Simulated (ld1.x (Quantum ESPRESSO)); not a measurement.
The numbers below are computed, except where a source is named.
# Pseudopotentials across the periodic table

Generated with ld1.x 7.5 (TM, RRKJ, ultrasoft, PAW), atompaw 4.2 or ONCVPSP 4.0.1. The cutoff is in Ry: for ld1.x and atompaw files where the sum of valence levels is converged to 10 mRy in a Bessel basis, for ONCV files where the hardest occupied wave has 1 mHa per electron of residual kinetic energy. The error is the largest all-electron minus pseudo excitation energy over each file’s own four to seven test configurations (ionisations up to +4, promotions, holes and added fractions of an electron), all of which were solved. The labels leave out finer settings (local radius, basis sizes, second energies), which also bear on the numbers. Spin-polarised tests are not counted. The rows are a selection from randomly drawn settings: files with unsolved tests, undetermined cutoffs or missed reference levels are left out.

A true bound ghost makes a file unfit for plane-wave use even where its test errors are small: the radial tests pick states by their node count and pass the ghost by.

| element | potential | cutoff (Ry) | largest error (meV) | bound ghosts |
| --- | --- | --- | --- | --- |
| Si | RRKJ, LDA (PZ), non-relativistic, rc 1.85/1.55/1.85 (spd), local s, core correction no, reference 3s1 3p3 | 25 | +181 | none |
| Br | RRKJ, PBE, scalar-relativistic, rc 1.32/1.52/1.00 (spd), local s, core correction no, reference 3d10 4s1.5 4p5.5 | 260 | -828 | none |
| Mo | RRKJ, LDA (PZ), scalar-relativistic, rc 3.10/3.60/2.05 (spd), local s, core correction yes, reference 4d4 5s2 5p0 | 35 | -298 | none |
| Sb | PAW, LDA (PZ), scalar-relativistic, rc 1.95/2.25/1.70 (spd), local smoothed, core correction yes, reference 4d10 5s1.75 5p3.25 | 50 | -37 | none |

Q: Fill in the row for Ca: TM, PBE, scalar-relativistic, rc 3.15/1.50/2.85 (spd), local p, core correction yes, reference 3p6 3d0 4s1.5 4p0.

A: cutoff 30 Ry, largest error +14 meV, bound ghosts: s.

Q: Fill in the row for Si: ultrasoft, LDA (PZ), scalar-relativistic, rc 1.65/1.70/1.80 (spd), local smoothed, core correction no, reference 3s2 3p0.

A: cutoff 12 Ry, largest error +83 meV, bound ghosts: none.

Q: Fill in the row for Tl: TM, PBEsol, non-relativistic, rc 2.32/2.30 (sp), local smoothed, core correction yes, reference 6s2 6p1.

A: cutoff 15 Ry, largest error -216 meV, bound ghosts: s, d.
